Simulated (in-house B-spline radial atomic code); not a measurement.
Computed with a B-spline radial atomic code. Model: two electrons, singlet ground state, non-relativistic, full CI in B-splines with partial waves to l = 8 (at full coupling up to 3e-4 hartree above the limit, correlation up to 0.6 % small), density held at that of full coupling by Lieb maximisation.

Along the adiabatic connection the electron repulsion is scaled by a coupling λ while a local potential keeps the density fixed. At λ = 0 the system is the Kohn-Sham one and W equals the exchange energy; the exchange-correlation energy is the area under W between 0 and 1. The kinetic energy rises with λ as the electrons avoid each other, with dT/dλ = −λ dW/dλ.

Command:
```bash
python run_ac.py task.json out
```
Settings (lengths in bohr, energies in hartree):
```
potential              yukawa
strength               6.4
lmax                   8
second                 1.38
```

Cost of the run: 18 s on 1 thread of Intel(R) Xeon(R) Processor @ 2.30GHz, with other jobs on the host.

**W = mean repulsion less Hartree energy, and W of three functionals.**

Given: confinement screened point charge; nuclear charge 6.4; screening of the nucleus 1.38 1/bohr; external potential -Z exp(-k r)/r.

Computed: LDA exchange minus exact 508.19 millihartree; SCAN exchange minus exact -8.624 millihartree.

```tsv
coupling	W xc (hartree)	W xc minus exchange (millihartree)	kinetic minus Kohn-Sham (millihartree)	LDA (PW92) W minus its exchange (millihartree)	PBE W minus its exchange (millihartree)	SCAN W minus its exchange (millihartree)
0	-3.6252	0	0	0	0	0
0.02	?	?	?	?	?	?
0.05	-3.6299	-4.704	0.1	-31.75	-4.61	-4.58
0.12	-3.6364	-11.237	0.7	-63.63	-11.13	-10.87
0.25	-3.6484	-23.219	2.9	-111.27	-23.28	-22.28
0.4	-3.662	-36.805	7.3	-156.97	-37.28	-35.09
0.6	-3.6797	-54.532	16.2	-209.12	-55.77	-51.66
0.8	-3.697	-71.83	28.3	-254.76	-73.98	-67.71
1	-3.7139	-88.715	43.4	-295.78	-91.88	-83.28
1.4	-3.7465	-121.3	82.5	-367.94	-126.63	-113.14
2	-3.7926	-167.41	160.7	-459.29	-176.09	-155.11
3	-3.8628	-237.63	335.6	-583.1	-251.77	-218.7
4.5	-3.955	-329.77	679.4	-728.55	-351.46	-302.16
7	?	?	?	?	?	?
10	-4.1988	-573.58	2391.5	-1070	-619.61	-527.59
```

Problem. What belongs in the row 0.02?

Solution. W xc (hartree): -3.6271; W xc minus exchange (millihartree): -1.885; kinetic minus Kohn-Sham (millihartree): 0; LDA (PW92) W minus its exchange (millihartree): -14.94; PBE W minus its exchange (millihartree): -1.84; SCAN W minus its exchange (millihartree): -1.84.

Problem. What belongs in the row 7?

Solution. W xc (hartree): -4.0809; W xc minus exchange (millihartree): -455.73; kinetic minus Kohn-Sham (millihartree): 1397.3; LDA (PW92) W minus its exchange (millihartree): -909.83; PBE W minus its exchange (millihartree): -488.82; SCAN W minus its exchange (millihartree): -417.4.

Problem. What is the PBE exchange minus exact?

Solution. 58.884 millihartree.

**Energy parts, natural occupations and partial-wave weights.**

Computed: total energy -22.1287 hartree; kinetic part of the DFT correlation energy 0.043443 hartree; initial slope twice GL2 -0.094342 hartree; kinetic part over minus potential part 0.48969; Hartree energy 7.2504 hartree; Kohn-Sham kinetic 34.677 hartree; Lieb Oxford ratio E_xc over LDA exchange 1.1776.

```csv
natural,occupation of the shell (electrons)
s,1.9985
p,0.00079322
s,?
d,4.2992e-05
p,3.1896e-05
s,1.4195e-05
```

Problem. What belongs in the row s?

Solution. occupation of the shell (electrons): 0.00059225.

```csv
wave,weight
s,0.99956
p,0.00041427
d,?
f,3.6028e-06
g,8.5832e-07
```

Problem. What belongs in the row d?

Solution. weight: 2.4299e-05.

Problem. What is the exchange energy?

Solution. -3.6252 hartree.

Problem. What is the correlation energy?

Solution. -0.045272 hartree.

Half-way to full coupling W has made 51 % of its drop, against 50 % for a straight line, and second-order (GL2) theory, half the initial slope, overshoots the correlation energy by about 4 %: correlation is weak here. Over couplings 0 to 1 the errors in E_xc come to about +380 millihartree for LDA, +58 millihartree for PBE, -6.2 millihartree for SCAN, so SCAN is nearest. In LDA and PBE and SCAN the errors of exchange and correlation have opposite signs, so the sum is smaller than the larger of the two.
